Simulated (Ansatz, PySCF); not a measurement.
CH4AlO (SMILES [CH3][Al][OH]), doublet, geometry from GFN2-xTB (such geometries of metal compounds can be far from the true shape) (the spin is typed, not shown lowest). Base run: CCSD(T)/6-31G* (PySCF).

Here is a job for PySCF.
```python
from pyscf import gto, scf, cc

mol = gto.M(
    atom='''
Al    0.48113125   -0.04877740    0.11465126
C    -0.38584918    1.34753615   -1.09815693
H    -1.11963430    1.95868395   -0.56673388
H    -0.89773264    0.89432897   -1.95075957
H     0.37807063    2.02131952   -1.49383572
O    -0.20697998   -1.29160769    0.96009771
H    -0.64447510   -1.99258163    1.42902268
''',
    basis='6-31g*',
    spin=1,
    verbose=4,
)

mf = scf.UHF(mol)
mf.kernel()

mycc = cc.CCSD(mf)
mycc.kernel()
et = mycc.ccsd_t()
print('E(CCSD(T)) = %.10f' % (mycc.e_tot + et))
```

The same geometry, method and basis name were run in Ansatz (a first-principles code) and PySCF, at each program's defaults and at the settings that a row names. The base is PySCF at its defaults. Differences at the defaults can come from grids, fitting, cores and function types together.

| code and settings | ΔE vs base (mEh) | basis functions | E (Eh) | SCF cycles | SCF-reference dipole (D) |
|---|---|---|---|---|---|
| PySCF, defaults (exact integrals, spherical functions, all electrons correlated) | 0.000 | 54 | -357.36535 | 13 | 1.18 |
| Ansatz, defaults (factorised integrals, Cartesian functions, frozen core) | 5.066 | 57 | -357.36029 | - | - |
| PySCF, frozen core | 9.958 | 54 | -357.35539 | 13 | 1.18 |
| Ansatz, high accuracy, frozen core, Cartesian functions as the basis file defines them | 5.063 | 57 | -357.36029 | - | - |

Open shells are given as the SCF converged; they aren't shown to be the lowest states, and a large step between rows can be another state.
